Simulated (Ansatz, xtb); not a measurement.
## C3H7BO: 3 structures ranked

3 gas-phase structures of C3H7BO, from a drawn sample of its isomers (lower ones may exist). Each was relaxed with GFN2-xTB; where two conformers were screened, the lower at r2SCAN-D4/def2-SVP//GFN2-xTB is listed:

A. `BC(=C)OC`, a singlet
B. `B/C=C/OC`, a singlet
C. `B/C=C\OC`, a singlet

Estimate their order in r2SCAN-D4/def2-SVP//GFN2-xTB energy at these geometries, lowest first.

Calculated order at r2SCAN-D4/def2-SVP//GFN2-xTB: B (0.000), C (0.232), A (0.408) eV.

Energies above the lowest of each column, in eV; the last columns are at r2SCAN-D4/def2-SVP geometries:

```tsv
structure	GFN2-xTB	HF/STO-3G	r2SCAN-D4/def2-SVP//GFN2-xTB	r2SCAN-D4/def2-SVP	CCSD(T)/def2-SVP + ΔMP2/def2-TZVPP
B	0.000	0.000	0.000	0.000	0.000
C	0.178	0.143	0.232	0.248	0.258
A	0.259	0.326	0.408	0.416	0.316
```

Every level run on B puts it lowest or level with the lowest. Flexible structures stand in one conformer each, not always the lowest. ΔMP2 is the change of the MP2 energy from the smaller to the larger basis.

Programs: Ansatz 0.2.0, xtb 6.7.1.
